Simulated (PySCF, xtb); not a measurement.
H4HfO4, SMILES [OH][Hf]([OH])([OH])[OH], multiplicity 1. One conformer was computed; it need not be the lowest.

Harmonic wavenumbers (cm⁻¹) from GFN2-xTB run with xtb at its own minimum, in rising order: 71, 94, 108, 108, 151, 219, 245, 247, 309, 419, 457, 471, 471, 565, 571, 573, 573, 3547, 3548, 3550, 3554.

Q: What does PBE-D3(BJ)/def2-SVP (PySCF) give at its own minimum? (Estimate from the structure and the level; the computed values follow.)

A: 70, 70, 70, 150, 150, 150, 167, 167, 207, 207, 233, 233, 233, 671, 671, 671, 700, 3912, 3912, 3912, 3917. Paired by order, the mean absolute difference is 154 cm⁻¹ and the zero-point energies are 28.4 and 29.3 kcal/mol.
